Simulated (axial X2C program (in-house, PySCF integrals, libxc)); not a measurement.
# Low determinants of AlZn at the PBE0 level, two-component

Calculated with an in-house relativistic program for diatomic molecules. Two-component (2c) means X2C with spin–orbit coupling and atomic mean-field two-electron Coulomb and Gaunt terms. Basis: Zn dyall-cv3z [9s10p6d3f2g], Al dyall-v3z [8s8p2d1f] (cores contracted in-house); Gaussian nuclei, density fitting, unrestricted open shells. Masses: Zn 63.929 u, Al 26.982 u.

Search at 2.696 Å (vertical energies from the lowest determinant):

```json
{"ΔE (eV)": "0.00", "state": "Ω = 1/2", "electrons beyond evenly filled partner blocks": "ω = 1/2", "electrons in ±ω = 1/2, 3/2, 5/2, 7/2": "31 10 2 0"}
{"ΔE (eV)": "0.02", "state": "Ω = 3/2", "electrons beyond evenly filled partner blocks": "ω = 3/2", "electrons in ±ω = 1/2, 3/2, 5/2, 7/2": "30 11 2 0"}
{"ΔE (eV)": "2.17", "state": "Ω = 5/2", "electrons beyond evenly filled partner blocks": "2 × ω = 1/2, ω = 3/2", "electrons in ±ω = 1/2, 3/2, 5/2, 7/2": "30 11 2 0"}
{"ΔE (eV)": "2.61", "state": "Ω = 3/2", "electrons beyond evenly filled partner blocks": "3 × ω = 1/2", "electrons in ±ω = 1/2, 3/2, 5/2, 7/2": "31 10 2 0"}
{"ΔE (eV)": "2.63", "state": "Ω = 1/2", "electrons beyond evenly filled partner blocks": "2 × ω = -1/2, ω = 3/2", "electrons in ±ω = 1/2, 3/2, 5/2, 7/2": "30 11 2 0"}
{"ΔE (eV)": "6.50", "state": "Ω = 5/2", "electrons beyond evenly filled partner blocks": "ω = 5/2", "electrons in ±ω = 1/2, 3/2, 5/2, 7/2": "30 10 3 0"}
```

Lowest determinant, Ω = 1/2 (⟨Sz⟩ = -0.50, ⟨Lz⟩ = 1.00 at PBE0): Re = 2.678 Å, ωe = 172.5 cm⁻¹.

The determinant in row 2 of the search, Ω = 3/2 (⟨Sz⟩ = 0.50, ⟨Lz⟩ = 1.00 at PBE0), was followed along the bond at PBE0; measured from the minimum of the lowest determinant it gives:

Te = 0.016 eV (129 cm⁻¹), Re = 2.685 Å, ωe = 170.9 cm⁻¹.

(1) Compare the bond of the determinant in row 2 with that of the lowest one.

The search compares states at one distance, so a state with another bond length can lie lower; it is not exhaustive and yields mostly the lowest determinant of each block pattern, so other components and higher states of one pattern are missing. These are energies of single determinants, not of spin-adapted states; PBE0 term energies can be off by some tenths of an eV, and the functional has no current term. The lowest determinant need not be the ground state where others lie within half an eV.

## Answers

(1) At PBE0 its Re is 0.007 Å longer and its force constant, which goes as ωe², is 0.98 times that of the lowest determinant. T0 ≈ Te + Δωe/2 = 129 + (-1) = 128 cm⁻¹.
